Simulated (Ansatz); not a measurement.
Ansatz (a first-principles code) input (PBE0/def2-QZVPP):
A basis named .json is the Basis Set Exchange file of that set.

Ansatz 0.2 input:
```yaml
crystal:
  periodic: [false, false, false]
  atoms:
    - {symbol: Y, position_ang: [0.37535354, -0.02463110, 0.35486611]}
    - {symbol: Cl, position_ang: [1.05258520, 0.39262530, -1.95052497]}
    - {symbol: Cl, position_ang: [-1.91369039, -0.33611866, 1.13642036]}
basis:
  gaussian:
    orbitals: def2-QZVPP.json
hamiltonian:
  xc: {name: PBE0}
magnetization: {spin_polarized: true, initial_magnetization: 1}
```

End of the output:

```
integrals: 0.14 GiB planned
1160 factors; their error is unknown
mean field: 1.53 GiB planned
mean field evaluation 1: about -26083.2207 eV, gradient 1.8e1 eV
mean field evaluation 2: about -26081.8116 eV, gradient 2.6e1 eV
mean field evaluation 4: about -26085.0599 eV, gradient 1.3e0 eV
mean field evaluation 8: about -26085.0736 eV, gradient 3.9e-2 eV
mean field evaluation 16: about -26085.1059 eV, gradient 6.7e-4 eV
mean field -26085.10586267 eV, -958.6099593333 hartree, gradient 3.7e-5 eV, S^2 0.750897; 4 other end points of the search recorded, 0 dependent functions left out
reference -26085.10589981 eV, -958.6099606984 hartree; 23, 22 occupied and 198, 199 virtual orbitals, 1160 factors
Total energy: -26085.10589981 eV, -958.6099606984 hartree
```

The spin state was set by rule; other spins were not relaxed.
